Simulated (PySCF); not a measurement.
ClGeH6NSi, SMILES [GeH3][NH][SiH2]Cl. Atoms are numbered in the order given.

```xyz
10

Si    -0.9595    -1.4901     0.0000
Cl     1.0928    -1.8655     0.0000
N     -1.1260     0.2241     0.0000
Ge     0.1973     1.5308     0.0000
H     -1.5369    -2.1436     1.2078
H     -1.5369    -2.1436    -1.2078
H     -2.0715     0.6004     0.0000
H     -0.5770     2.8649     0.0000
H      1.0728     1.4214    -1.2623
H      1.0728     1.4214     1.2623
```
Charge 0, spin multiplicity 1.

The structure is a stationary point at B3LYP-D3(BJ)/def2-SVP. The geometry has at least one imaginary mode, so it is a saddle point at that level. This is a generated structure with no PubChem entry under its InChIKey; it may be hypothetical. One conformer was computed; it need not be the lowest.

Two levels are set side by side: PBE/pcSseg-1 (PySCF) and HF/pcSseg-1 (PySCF). GIAO shifts against GeH4 (⁷³Ge), HCl (³⁵Cl), NH3 (¹⁵N), TMS (²⁹Si), TMS (¹H) at the same level; non-relativistic, no solvent, atoms listed together averaged. Without spin–orbit terms, shifts of atoms bonded to Cl or Br come out too high at both levels. Differences are taken from unrounded values.

```tsv
quantity	HF
δ(²⁹Si) of Si1 (ppm)	-17.5
δ(³⁵Cl) of Cl2 (ppm)	-49.9
δ(¹⁵N) of N3 (ppm)	-11.8
δ(⁷³Ge) of Ge4 (ppm)	139.7
δ(¹H) of H5, H6 (ppm)	5.18
δ(¹H) of H7 (ppm)	-0.51
```

Q: What does PBE give, and how far is it from HF? (An estimate is asked for; the answer gives what the named calculation found.)

A: 
```csv
quantity,PBE,PBE minus HF
δ(²⁹Si) of Si1 (ppm),-6.7,10.8
δ(³⁵Cl) of Cl2 (ppm),-4.4,45.5
δ(¹⁵N) of N3 (ppm),11.0,22.7
δ(⁷³Ge) of Ge4 (ppm),192.0,52.3
"δ(¹H) of H5, H6 (ppm)",6.19,1.01
δ(¹H) of H7 (ppm),-0.48,0.03
```

Rough cost on one machine, each run with all the roots and properties that it gave: HF against PBE within a factor of 2.
